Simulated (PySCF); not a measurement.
Tellurium: highly charged ions in a basis for the neutral atom

Te¹⁶⁺ [Kr], Te¹⁷⁺ [Ar] 3d10 4s2 4p5. Calculation: PySCF 2.14, in def2-SVP with the def2 core potential (28 electrons); scalar relativity through the core potential. No spin-orbit coupling, so a gap to NIST mixes the basis error with missing relativistic terms.

Changed run: basis of the neutral atom used for a highly charged ion. This setting is unsound on purpose.

```
species  method  sound run (hartree)  changed run (hartree)  converged
  Te¹⁶⁺     UHF              not run             -172.23191        yes
  Te¹⁶⁺     PBE              not run             -172.56797        yes
  Te¹⁶⁺   M06-L              not run             -172.73688        yes
  Te¹⁷⁺     UHF              not run             -155.03969        yes
  Te¹⁷⁺     PBE              not run             -155.34330        yes
  Te¹⁷⁺   M06-L              not run             -155.49672        yes
```

Ionisation energy of Te¹⁶⁺:

| method | changed run (eV) | NIST (eV) |
| --- | --- | --- |
| UHF | 467.82 | 461 ± 3 |
| PBE | 468.71 | 461 ± 3 |
| M06-L | 469.13 | 461 ± 3 |

The contracted functions were made for the neutral atom and can be too rigid for a highly charged ion.
